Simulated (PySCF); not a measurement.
C4H6FNO.
SMILES: `CO[C@@H](F)CC#N`

Vertical excitations from PySCF (density fitting, frozen core in the response, grid level 2 and gas phase unless stated; continuum runs use non-equilibrium linear response for the excitations) on a GFN2-xTB geometry. Reference run:

```json
{"settings": "PBE0/def2-SVPD, full TDDFT, 6 singlets", "S1, eV (f)": "7.88 (0.000)", "S2, eV (f)": "8.17 (0.007)", "S3, eV (f)": "8.28 (0.006)", "S4, eV (f)": "8.32 (0.002)", "S5, eV (f)": "8.57 (0.021)", "S6, eV (f)": "8.77 (0.017)", "T1, eV (Tamm–Dancoff)": "6.46", "mean α (au)": "57.4"}
```

Problem. What do these settings give: B97-D/def2-TZVP, IEF-PCM methanol, level shift 0.2 Eh, full TDDFT, 12 singlets?

Solution. 
| settings | S1, eV (f) | S2, eV (f) | S3, eV (f) | S4, eV (f) | S5, eV (f) | S6, eV (f) | T1, eV (Tamm–Dancoff) | mean α (au) |
| --- | --- | --- | --- | --- | --- | --- | --- | --- |
| B97-D/def2-TZVP, IEF-PCM methanol, level shift 0.2 Eh, full TDDFT, 12 singlets | 6.58 (0.007) | 6.80 (0.010) | 7.51 (0.010) | 7.66 (0.001) | 7.84 (0.009) | 7.98 (0.003) | 6.47 | 72.4 |

S1 moves by -1.30 eV; functional, basis and environment change together, so the shift can't be laid on one. States are counted by energy in each run and needn't keep their character from row to row.

Problem. Which orbital pairs make up S1 in each run, and how does it sit against the orbital gap?

Solution. 
| settings | S1 configurations (weight) | S1 (eV) | orbital gap (eV) | S1 − gap (eV) |
| --- | --- | --- | --- | --- |
| PBE0/def2-SVPD, full TDDFT, 6 singlets | H−2→L 0.32, H−2→L+1 0.23, H−1→L+2 0.13 | 7.88 | 9.39 | -1.51 |
| B97-D/def2-TZVP, IEF-PCM methanol, level shift 0.2 Eh, full TDDFT, 12 singlets | H→L 0.99 | 6.58 | 6.56 | +0.02 |

Geometry: GFN2-xTB, one conformer.

Shape of the structure used: `[CH3:1][O:2][C@@H:3]([F:4])[CH2:5][C:6]#[N:7]`: C1–O2–C3–F4 70°, O2–C3–C5–C6 76°.

B97-D is run here without its empirical dispersion term; that term would change no orbital, density or response property at a fixed geometry.
